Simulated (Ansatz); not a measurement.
C6H4O2, SMILES C1=CC(C=CC1=O)=O.

The structure is a stationary point at PBE0-D3(BJ)/def2-SVP.

Two levels are set side by side: PBE/def2-SVPD (Ansatz, a first-principles code) and PBE0/def2-SVPD (Ansatz). Energy differences of separate SCF runs at the same geometry; the states with an electron removed or added have multiplicity 2 and 2. Differences are taken from unrounded values.

```
quantity                            PBE
---------------------------------  ----
vertical ionisation energy (eV)    9.33
vertical electron affinity (eV)    1.86
vertical singlet–triplet gap (eV)  1.61
```

Question: These are the PBE values. What does PBE0 give? (Estimate from the structure and the level; the computed values follow.)

Answer: 
| quantity | PBE0 | PBE minus PBE0 |
|---|---|---|
| vertical ionisation energy (eV) | 10.01 | -0.68 |
| vertical electron affinity (eV) | 1.89 | -0.03 |
| vertical singlet–triplet gap (eV) | 2.17 | -0.56 |
